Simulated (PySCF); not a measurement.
**Ions at one geometry of [PbI3(H2O)]+**

PySCF 2.14.0, RKS PBE0, Pb def2-SVP with ECP60, I def2-SVP with ECP28, O def2-SVP, H def2-SVP; non-relativistic Hamiltonian with scalar-relativistic core potentials where named; density fitting; no spin-orbit coupling; singlets restricted, open shells unrestricted. The geometry is relaxed for charge +1, singlet, vacuum:

```xyz
7

Pb   -0.1223    0.0795   -0.0795
I     1.1306    2.1361    1.1880
I    -2.0631   -1.2673    1.2673
I     1.1306   -1.1880   -2.1361
O    -1.4926    1.4757   -1.4757
H    -1.7469    2.3908   -1.2836
H    -1.7469    1.2836   -2.3908
```

Energies count from the relaxed state; an electron taken off or put on is at rest in vacuum. Charges and spins are Mulliken's.

```json
{"state": "charge +1, singlet, vacuum", "energy (eV)": "0.00", "spin squared": "0.00", "charge on Pb1 (e)": "0.62", "spin on Pb1 (e)": "0.00", "dipole about the centre of mass (D)": "4.91"}
{"state": "charge 0, doublet, vacuum", "energy (eV)": "-7.32", "spin squared": "0.76", "charge on Pb1 (e)": "0.58", "spin on Pb1 (e)": "0.11", "dipole about the centre of mass (D)": "5.11"}
```

Q: What does the state charge +2, doublet, vacuum give?

A: energy (eV) 13.60, spin squared 0.75, charge on Pb1 (e) 0.62, spin on Pb1 (e) -0.08, dipole about the centre of mass (D) 4.51.

With an electron taken off (doublet) the charges change, summed by element, by Pb -0.00 e, I +0.97 e, O -0.00 e, H +0.04 e. The vertical ionisation energy is 13.60 eV, against −ε(HOMO) = 11.93 eV of the relaxed state. The level lies 1.7 eV too high, as is usual for semilocal functionals and global hybrids, which keep a self-interaction error.

With an electron put on (doublet) the charges change, summed by element, by Pb -0.04 e, I -0.92 e, O +0.01 e, H -0.05 e. The vertical electron affinity is 7.32 eV, against −ε(LUMO) = 8.93 eV of the relaxed state.

Open shells may have lower solutions than those found.
